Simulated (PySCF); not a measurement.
Bonding in `CC#C[Si@H](F)C[SiH3]`

C4H9FSi2.
Numbering: `[CH3:1][C:2]#[C:3][Si@H:4]([F:5])[CH2:6][SiH3:7]` (hydrogens: H8, H9, H10 on C1; H11 on Si4; H12, H13 on C6; H14, H15, H16 on Si7)

Cartesian coordinates in Å at the GFN2-xTB level; atoms count from 1:
```xyz
16
C4H9FSi2 angstrom
C      3.9310    0.4241    0.0835
C      2.5339    0.2157   -0.2187
C      1.3689    0.0444   -0.4757
Si    -0.4202   -0.2144   -0.8333
F     -0.8088    0.7615   -2.0644
C     -1.4802    0.2949    0.6508
Si    -3.3586    0.2430    0.3592
H      4.0321    1.0897    0.9406
H      4.4346    0.8724   -0.7727
H      4.4064   -0.5286    0.3166
H     -0.6788   -1.5564   -1.3394
H     -1.2013    1.3054    0.9537
H     -1.2336   -0.3497    1.4946
H     -4.0382    0.6177    1.6046
H     -3.7567   -1.1195   -0.0101
H     -3.7383    1.1763   -0.7007
```

Bond orders from the PBE0/pcSseg-1 density (PySCF). The structure is a single GFN2-xTB conformer in the gas phase; no vibrational or solvent corrections.

Q: How far do the computed orders between heavy atoms stray from the drawn ones?

A: The largest departure is 0.514, at C2–C3 (drawn triple, 2.486). Drawn single, order above 1.12: C1–C2 (1.177). Drawn double or triple, more than 0.30 short of the drawn order: C2–C3 (2.486).

Q: Set the Mayer orders of the bonds beside their lengths.

A: 
| bond | drawn as | length (Å) | Mayer order |
| --- | --- | --- | --- |
| C1–C2 | single | 1.445 | 1.177 |
| C2–C3 | triple | 1.205 | 2.486 |
| C3–Si4 | single | 1.843 | 1.005 |
| Si4–F5 | single | 1.618 | 0.933 |
| Si4–C6 | single | 1.894 | 0.906 |
| C6–Si7 | single | 1.902 | 0.910 |
| C1–H8 | single | 1.090 | 0.921 |
| C1–H9 | single | 1.090 | 0.921 |
| C1–H10 | single | 1.090 | 0.923 |
| Si4–H11 | single | 1.457 | 0.915 |
| C6–H12 | single | 1.091 | 0.934 |
| C6–H13 | single | 1.090 | 0.932 |
| Si7–H14 | single | 1.467 | 0.947 |
| Si7–H15 | single | 1.467 | 0.946 |
| Si7–H16 | single | 1.462 | 0.951 |

Bonds between the same two heavy elements. C–C: lowest C1–C2 (1.177, 1.445 Å), highest C2–C3 (2.486, 1.205 Å). C–Si: lowest Si4–C6 (0.906, 1.894 Å), highest C3–Si4 (1.005, 1.843 Å).

Q: Sum the orders of all bonds at each heavy atom with more than one neighbour and set the sums beside the valence in the SMILES.

A: C1 3.942 (drawn 4), C2 3.663 (drawn 4), C3 3.491 (drawn 4), Si4 3.759 (drawn 4), C6 3.682 (drawn 4), Si7 3.754 (drawn 4). Orders between atoms that aren't bonded are not in these sums.

Mayer orders depend on the basis set.
